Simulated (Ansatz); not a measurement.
Geometry optimisation, UKS r2SCAN-D4/STO-3G (Ansatz 0.2.0).

Input:

```yaml
crystal:
  periodic: [false, false, false]
  atoms:
    - { symbol: F, position_ang: [-0.91932, -0.70235, 0.97577] }
    - { symbol: C, position_ang: [-0.425, -0.21534, -0.1967] }
    - { symbol: Si, position_ang: [1.06159, 0.86953, -0.08995] }
    - { symbol: Cl, position_ang: [-1.71445, 0.07849, -1.30876] }
    - { symbol: H, position_ang: [1.99718, -0.03033, 0.61964] }
magnetization:
  spin_polarized: true
  initial_magnetization: 1
basis:
  gaussian: { orbitals: STO-3G }
hamiltonian:
  xc: r2scan
  dispersion: d4
relax:
  f_tol: 0.015
  max_steps: 40
output:
  orbitals: {}
```

Launched with:

```bash
$ ansatz run input.yaml --threads 1 --pin off --max-ram 2048MiB --backend cpu --events-out ev --progress --plain --runs-dir out
```

Where does it end, and by what steps?

It converged. Limits of this set-up: minimal basis. After 8 steps the energy has fallen by 0.459 eV; H5 moved furthest, 0.27 Å.

```tsv
step	energy less start (eV)	largest force component (eV/Å)	accepted
0	0.0000	2.821	yes
1	-0.3324	2.250	yes
2	-0.4018	1.407	yes
3	-0.4372	0.387	yes
4	-0.4518	0.313	yes
5	-0.4575	0.172	yes
6	-0.4530	0.338	no
7	-0.4593	0.056	yes
8	-0.4594	0.013	yes
```

```xyz
5
Properties=species:S:1:pos:R:3
F -0.804 -0.864 0.929
C -0.383 -0.109 -0.110
Si 1.196 0.855 -0.301
Cl -1.792 0.116 -1.298
H 1.783 0.002 0.780
```

Whether the end is a true minimum wasn't checked by a vibrational analysis.

Run time: 38 s on 1 thread of Arm Neoverse V1 (shared host), peak memory 0.19 GiB.
